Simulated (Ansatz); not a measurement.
`[SiH3]OC1=CS1` + H₂O → `OC1=CS1` + `O[SiH3]`  (formal hydrolysis of a C–O bond)

Program: Ansatz. Geometries: PBE0-D4/def2-TZVP. ΔE: electronic, gas phase. CBS: MP2 limit from def2 TZ/QZ plus the TZ coupled-cluster correction, frozen cores. This one scheme is used for every species. Each species was taken in one conformer, which may not be the lowest.

`[SiH3]OC1=CS1`:

Z-matrix (Å, degrees):
```
Si
O 1 1.687
H 1 1.481 2 109.3
H 1 1.479 2 109.2 3 121.8
H 1 1.477 2 103.5 3 -118.5
C 2 1.302 1 123.0 3 -75.9
S 6 1.806 2 137.3 1 -16.2
C 6 1.276 2 149.8 1 165.1
H 8 1.072 6 155.9 2 -1.5
```

H₂O:

Z-matrix (Å, degrees):
```
O
H 1 0.960
H 1 0.960 2 105.1
```

`OC1=CS1`:

```xyz
6

O    -0.961   -1.202   -0.067
C    -0.248   -0.133    0.206
C     0.662    0.718   -0.094
S    -0.196    1.004    1.561
H    -0.690   -1.557   -0.923
H     1.433    1.170   -0.684
```

`O[SiH3]`:

```xyz
6

O    -0.229   -0.966   -0.810
Si    0.149    0.164    0.327
H    -0.743   -0.685   -1.568
H     0.961    1.272   -0.249
H     0.933   -0.547    1.362
H    -1.071    0.761    0.937
```

```tsv
species	HF/CBS(def2) energy (Eh)
`[SiH3]OC1=CS1`	-839.43019
H₂O	-76.06721
`OC1=CS1`	-549.27129
`O[SiH3]`	-366.22576
```

Problem. Work out ΔE.

Solution. ΔE = (-549.27129) + (-366.22576) − (-839.43019) − (-76.06721) = 0.00035 Eh = +0.9 kJ/mol. CCSD(T)/CBS gives +11.5 kJ/mol.

Largest T1 diagnostic among the species: 0.013.

In def2-TZVPP, CCSD(T) changes the Hartree–Fock value by +8.8 kJ/mol (the triples alone add +1.9 kJ/mol) and MP2 by +11.1 kJ/mol. The D4 term adds +8.3 kJ/mol with B3LYP and +4.7 kJ/mol with PBE0; it sums over pairs of atoms, weighted by their polarisabilities, and B3LYP, whose exchange is more repulsive, gets the larger term.

B3LYP here is the variant with VWN-RPA as its local correlation; programs differ in this.
